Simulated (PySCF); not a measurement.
I³⁷⁺: ionisation energy

I³⁷⁺ [Ne] 3s2 3p4 (3P) → I³⁸⁺ [Ne] 3s2 3p3 (4S), as a difference of total energies. Calculation: PySCF 2.14, in an uncontracted even-tempered set (18 s from 5.9 bohr⁻², ratio 2.5; 12 p from 7.7 bohr⁻², ratio 2.5; 5 d from 35 bohr⁻², ratio 2.7; 4 f from 52 bohr⁻², ratio 2.7); scalar relativity by spin-free X2C-1e. Correlated levels: outer shells: 1s2 frozen; virtual orbitals above 40 to 60 times the deepest correlated orbital energy dropped. The calculations carry no spin-orbit coupling.

| method | ionisation energy (eV) |
| --- | --- |
| UHF | 2609.8 |
| MP2 (outer shells) | 2610.9 |
| SCS-MP2 (outer shells) | 2610.9 |
| CCSD (outer shells) | 2610.9 |
| CCSD(T) (outer shells) | 2610.9 |

Spin-orbit coupling is strong in these open shells (close to jj coupling). The scalar numbers leave it out and a first-order estimate fails, so it can dominate the gap to the real levels.

Breit and QED terms and the two-electron picture change are absent.

For comparison: 2598 ± 4 eV (theoretical estimate listed by NIST; NIST Atomic Spectra Database, ionization energies).
